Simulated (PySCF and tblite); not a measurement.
Values are calculated unless marked as measured or tabulated.
System: C9H7N, numbered as in [N:1]#[C:2][C@@:3]12[C@H:4]3[CH:5]=[CH:6][C@@H:7]1[C@@H:8]2[CH:9]=[CH:10]3.

For the Cope rearrangement (breaking C7–C8, making C5–C10): electronic barrier 7.52 kcal/mol, zero-point change -1.05 kcal/mol, thermal and entropy terms at 250 K a further 0.13 kcal/mol (symmetry numbers apart). The minimum is Cs, the saddle Cs. The path came from a restrained scan, a climbing-image band and a saddle search at GFN2-xTB; energies are B3LYP/pcSseg-1 + D3(BJ), IEF-PCM benzene//B3LYP-D3(BJ)/def2-SVP, thermal terms GFN2-xTB. Rate constants are transition-state-theory values, counting equivalent paths, without tunnelling. Programs: tblite and PySCF.

How many equivalent paths lead out of the minimum?

1: the symmetry number of the minimum is 1, that of the saddle displaced along its mode 1.

Work out the rate at 250 K.

ΔG‡ = 6.60 kcal/mol; k_B T/h = 5.2×10¹² s⁻¹; exp(−ΔG‡/RT) = 1.7×10⁻⁶; times 1 gives k = 8.8×10⁶ s⁻¹. Wigner's tunnelling factor for the 371i cm⁻¹ mode would be 1.19.
